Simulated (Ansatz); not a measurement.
`[SeH][Si]([SeH])([SeH])[SeH]` + `C[O][AlH2]` → `C[O][AlH][SeH]` + `[SeH][SiH]([SeH])[SeH]`  (formal exchange of groups at the Se–Si bond)

Program: Ansatz. Geometries: PBE0-D4/def2-TZVP. ΔE: electronic, gas phase. CCSD(T)/CBS adds triple-zeta CCSD(T) − MP2 to the extrapolated MP2 energy (def2 sets, frozen cores). DFT in def2-TZVPP. B3LYP here is the variant with VWN-RPA as its local correlation; programs differ in this. For Se outer-core shells are correlated without core-valence functions, which leaves a few kJ/mol of doubt a bond. Scalar relativity is left out up to krypton. Each species was taken in one conformer, which may not be the lowest.

`[SeH][Si]([SeH])([SeH])[SeH]`:

```xyz
9

Se    0.710    2.220    0.970
Si    0.198    0.288   -0.118
Se    1.230    0.598   -2.122
Se   -2.070    0.151   -0.197
Se    1.068   -1.606    0.792
H     0.562    1.590    2.289
H     0.312   -0.321   -2.808
H    -2.050   -1.250   -0.647
H     0.039   -1.671    1.841
```

`C[O][AlH2]`:

Cartesian coordinates in Å:
```
C -0.189 0.252 1.222
O -0.265 0.567 -0.137
Al 0.194 -0.225 -1.553
H 0.394 1.013 1.752
H 0.281 -0.723 1.403
H -1.192 0.233 1.660
H 0.874 -1.652 -1.442
H -0.097 0.536 -2.904
```

`C[O][AlH][SeH]`:

Cartesian coordinates in Å:
```
C 0.753 -1.180 0.320
O 0.712 -0.155 -0.625
Al -0.206 1.212 -0.950
Se -1.985 1.803 0.417
H 1.704 -1.155 0.862
H -0.057 -1.109 1.057
H 0.672 -2.152 -0.177
H 0.160 2.089 -2.200
H -1.753 0.648 1.297
```

`[SeH][SiH]([SeH])[SeH]`:

```xyz
8

Se   -2.058    0.777   -0.740
Si   -0.270   -0.142    0.314
Se    1.654    1.062    0.196
Se    0.170   -2.141   -0.672
H    -1.313    0.944   -1.996
H    -0.717   -0.275    1.721
H     1.130    2.121    1.072
H     1.404   -2.345    0.104
```

```
             level  ΔE (kcal/mol)  difference from CCSD(T)/CBS
            PBE-D4          -12.9                          1.7
         r2SCAN-D4          -15.1                         -0.5
           PBE0-D4          -13.9                          0.7
          B3LYP-D4          -13.4                          1.2
           ωB97X-V          -14.7                         -0.1
           ωB97M-V          -14.3                          0.3
            B2PLYP          -15.3                         -0.7
               PBE          -14.6                          0.0
            r2SCAN          -15.5                         -0.9
              PBE0          -15.4                         -0.8
             B3LYP          -16.2                         -1.6
     HF/def2-TZVPP          -18.9                         -4.3
    MP2/def2-TZVPP          -13.3                          1.3
SCS-MP2/def2-TZVPP          -14.1                          0.5
   CCSD/def2-TZVPP          -15.8                         -1.2
CCSD(T)/def2-TZVPP          -15.0                         -0.4
     HF/def2-QZVPP          -18.9                         -4.3
    MP2/def2-QZVPP          -13.1                          1.5
SCS-MP2/def2-QZVPP          -14.0                          0.6
      HF/CBS(def2)          -18.9                         -4.3
     MP2/CBS(def2)          -12.9                          1.7
    CCSD/CBS(def2)          -15.3                         -0.7
       CCSD(T)/CBS          -14.6                            0
```

Largest T1 diagnostic among the species: 0.012.

The D4 term adds +2.8 kcal/mol with B3LYP and +1.5 kcal/mol with PBE0; it sums over pairs of atoms, weighted by their polarisabilities, and B3LYP, whose exchange is more repulsive, gets the larger term. In def2-TZVPP, CCSD(T) changes the Hartree–Fock value by +3.9 kcal/mol (the triples alone add +0.8 kcal/mol) and MP2 by +5.6 kcal/mol. From PBE to PBE0 (25 % exact exchange), in def2-TZVPP and without D4, ΔE moves by −0.9 kcal/mol.
